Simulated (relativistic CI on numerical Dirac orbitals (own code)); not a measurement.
## Os³⁺: L2,3 absorption edge

Computed with this model: Dirac-Coulomb-Breit CI, KLI orbitals optimised for each configuration, a model potential for QED, valence Slater integrals scaled by 0.7, multiplet model of core-to-valence dipole absorption; configurations [Xe] 4f14 5d5 → [He] 2s2 2p5 3s2 3p6 3d10 4s2 4p6 4d10 4f14 5s2 5p6 5d6; 10 K; Lorentzian 7.5 eV and Gaussian 1 eV FWHM. Energies are those of the free ion, without screening or charge transfer. The branching ratio is the share of the lower-energy edge in the whole absorption, uncertain by about 0.02 where the edges overlap. S is read from ⟨S²⟩ = S(S + 1).

free ion: ground-state S = 2.37, centroid 11151.87 eV, branching ratio 0.816. Peaks (eV, height): 10872.5 (100), 12387.5 (22).

The statistical ratio of this edge is 2/3 = 0.667. Values above it arise where the holes sit mainly in the j = l + 1/2 valence subshell or the ground state has high spin; values below it where core-valence Coulomb terms move weight to the upper edge, as in nearly empty shells. At deep edges of heavy elements the radial integrals of the two core levels differ, which raises the baseline.

Strongest unbroadened transitions for free ion:

| Energy (eV) | Relative strength |
| --- | --- |
| 10872.14 | 16.2 |
| 10872.25 | 100.0 |
| 10872.63 | 87.1 |
| 10872.71 | 28.0 |
| 10872.72 | 13.1 |
| 10872.90 | 32.6 |
| 10872.97 | 3.0 |
| 10873.00 | 21.9 |
| 10873.04 | 26.4 |
| 10873.22 | 5.5 |
| 10873.64 | 2.4 |
| 10874.21 | 2.0 |
| 12387.35 | 49.3 |
| 12387.93 | 1.9 |
| 12388.02 | 14.1 |
| 12388.10 | 6.2 |
| 12388.37 | 1.5 |
| 12388.90 | 2.0 |
